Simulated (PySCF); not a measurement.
Gas-phase reaction: 3 H3SiGeH3 + SiH2 → Ge3H8 + 4 SiH3. Level: M06-2X/def2-TZVP†; standard pressure 1 bar.

Computed with PySCF and rigid-rotor harmonic-oscillator thermochemistry at 1 bar. † marks an energy on the PBE0/def2-TZVP geometry and frequencies. Open shells (unrestricted): SiH3 (multiplicity 2); the rest are closed-shell singlets. Ge: all electrons, no relativistic terms. The harmonic model lacks anharmonicity and excited electronic states, which grow with temperature; levels with a mode under 35 cm⁻¹ are left out. Internal rotation in H3SiGeH3, Ge3H8 is treated as a harmonic vibration of one conformer, which makes the entropy rough.

| T (K) | 1000/T (1/K) | log10 K |
|---|---|---|
| 1000 | 1.0000 | -10.00 |
| 1200 | 0.8333 | -6.95 |
| 1400 | 0.7143 | ? |
| 1600 | 0.6250 | -3.19 |
| 1800 | 0.5556 | -1.95 |
| 2000 | 0.5000 | -0.97 |

Task: Fit log10 K = a + b·(1000/T) to the five rows, get the mean ΔH° and ΔS°, and predict log10 K at 1400 K.

Result: Means: 1000/T = 0.7028, log10 K = -4.612. Sums of products about the means: Sxy = -3.14750, Sxx = 0.174207, so b = Sxy/Sxx = -18.07 and a = -4.612 − (-18.07)×0.7028 = 8.09.
ΔH° = −R ln 10 × 1000 K × b = −19.145 × (-18.07) = 346 kJ; ΔS° = R ln 10 × a = 155 J/K. The run's own values go from 352 kJ and 160 J/K at 1000 K to 336 kJ and 149 J/K at 2000 K.
Prediction at 1400 K: 8.09 + (-18.07)×0.7143 = -4.82. The computed value is -4.80, 0.02 from the line.
For scale, ΔH°(298 K) is 358 kJ at this level, 411 kJ at ωB97M-V/def2-TZVP†, and runs from 232 to 420 kJ over the 18 levels computed.
